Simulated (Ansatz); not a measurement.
Geometry optimisation, UKS BLYP/def2-SVP in Ansatz.

input.yaml

```yaml
crystal:
  periodic: [false, false, false]
  atoms:
    - { symbol: Sn, position_ang: [0.000548, 0.0, -0.267715] }
    - { symbol: H, position_ang: [-0.000242, 0.0, 2.676388] }
    - { symbol: H, position_ang: [1.652902, 0.0, -0.868304] }
    - { symbol: H, position_ang: [-0.825669, 1.431018, -0.868152] }
    - { symbol: H, position_ang: [-0.825669, -1.431018, -0.868152] }
    - { symbol: H, position_ang: [-7.1e-05, 0.0, 3.397735] }
magnetization:
  spin_polarized: true
  initial_magnetization: 1
basis:
  gaussian: { orbitals: def2-SVP }
hamiltonian:
  xc: blyp
relax:
  f_tol: 0.03
  max_steps: 50
```

Run as:

```bash
$ ansatz run input.yaml --threads 1 --pin off --max-ram 2048MiB --backend cpu --events-out ev --progress --plain --runs-dir out
```

Where does it end, and by what steps?

The forces met the threshold. The force dipped under the threshold on the way, but the program's further checks kept it going. After 6 steps the energy has fallen by 0.086 eV; H6 moved furthest, 0.93 Å.

```json
{"step": "0", "energy less start (eV)": "0.0000", "largest force component (eV/Å)": "1.950", "accepted": "yes"}
{"step": "1", "energy less start (eV)": "-0.0666", "largest force component (eV/Å)": "0.137", "accepted": "yes"}
{"step": "2", "energy less start (eV)": "-0.0785", "largest force component (eV/Å)": "0.090", "accepted": "yes"}
{"step": "3", "energy less start (eV)": "-0.0826", "largest force component (eV/Å)": "0.024", "accepted": "yes"}
{"step": "4", "energy less start (eV)": "-0.0844", "largest force component (eV/Å)": "0.009", "accepted": "yes"}
{"step": "5", "energy less start (eV)": "-0.0852", "largest force component (eV/Å)": "0.010", "accepted": "yes"}
{"step": "6", "energy less start (eV)": "-0.0856", "largest force component (eV/Å)": "0.002", "accepted": "yes"}
```

```xyz
6
Properties=species:S:1:pos:R:3
Sn 0.001 0.000 -0.716
H 0.000 0.000 3.561
H 1.644 0.000 -1.323
H -0.821 1.423 -1.323
H -0.821 -1.423 -1.323
H 0.000 0.000 4.328
```

Time of the run: 11 s on 1 thread of Arm Neoverse V2 (shared host), peak memory 0.11 GiB.
